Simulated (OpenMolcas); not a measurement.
**P: CASPT2 settings compared**

* Program: OpenMolcas
* Basis: ANO-R1 [4s3p1d]
* Scalar Hamiltonian: X2C, finite nucleus
* Active space: 3 electrons in 3 orbitals (3p)
* State averaging: 2S+1 = 4 odd, 1 root; 2S+1 = 2 odd, 8 roots kept (CI in the orbitals of an earlier block)
* Spin-orbit coupling: RASSI with atomic mean-field integrals over the reference wave functions, term energies averaged over their components

Methods on the same reference wave functions:
A. CASSCF
B. SS-CASPT2, IPEA 0 Eh, imaginary shift 0.05 Eh (closed shells correlated: 3s)
C. SS-CASPT2, IPEA 0 Eh, imaginary shift 0.1 Eh (closed shells correlated: 2s 2p 3s)
D. SS-CASPT2, IPEA 0.4 Eh, real shift 0.3 Eh (closed shells correlated: 2s 2p 3s)

Energies in cm⁻¹ above 3s² 3p³ ⁴S°_3/2, the measured ground level; measured values from NIST Handbook of Basic Atomic Spectroscopic Data.

```
          Level      A      B      C      D  Measured
3s² 3p³ ⁴S°_3/2    0.0    0.0    0.0    0.0       0.0
3s² 3p³ ²D°_3/2  15816  14530  14490  13910     11361
3s² 3p³ ²D°_5/2  15821  14530  14500  13910     11377
3s² 3p³ ²P°_1/2  26367  23350  23290  22760     18723
3s² 3p³ ²P°_3/2  26375  23360  23300  22770     18748
```

Deviations, from unrounded energies. A percentage is the sum of absolute deviations over the sum of measured energies, with the sign that they share, or ± where signs differ.

```json
{"Against measurement": "mean absolute deviation (cm-1)", "Levels": "4", "A": "6000", "B": "3900", "C": "3800", "D": "3300"}
{"Against measurement": "other terms of the ground configuration (%)", "Levels": "4", "A": "+40.1", "B": "+25.9", "C": "+25.5", "D": "+21.8"}
```

D lies closest to measurement on these levels and A furthest from it. The largest miss of D in the table is 3s² 3p³ ²P°_1/2, by +4000 cm-1. The ranking rests on the paired levels alone, and a cruder setting can come out closer through cancelling errors.

Among B to D the level of the table that moves most is 3s² 3p³ ²D°_5/2, by 620 cm-1 (lowest in D, highest in B). Moves below CASPT2's spread within the term are not significant.

From A to B the spin-free energies of the other terms of 3s² 3p³ shown, above ⁴S°, scale by factors of 0.89 to 0.92.

The lowest spin-free term lies below A's lowest term by 0.074 hartree in B, 0.085 hartree in C, 0.066 hartree in D.

Term energies are means over components that CASPT2 splits; among the terms shown or strongly mixed into the levels shown the widest spread is 220 cm-1 (3s² 3p³ ²P°, D). Terms from blocks run as CI alone lack orbitals of their own. With the s shell closed, the reference lacks s² → p² mixing. Without dynamic correlation excited terms often stand tens of per cent too high (terms of higher spin than the ground term too low), and those without a measured partner can miss by more than the paired ones (holds for A). Some terms miss by over 15 % even with CASPT2, which points to a basis or an active space too small for the shells correlated (holds for B; C; D). Measured partners are found by configuration, term and J. A level has none where our copy of the source lacks it or the pairing is in doubt (some pairs that miss far off the trend of their configuration count as doubtful), and it then counts in no deviation. Only configurations of the active space appear.

° marks odd parity.
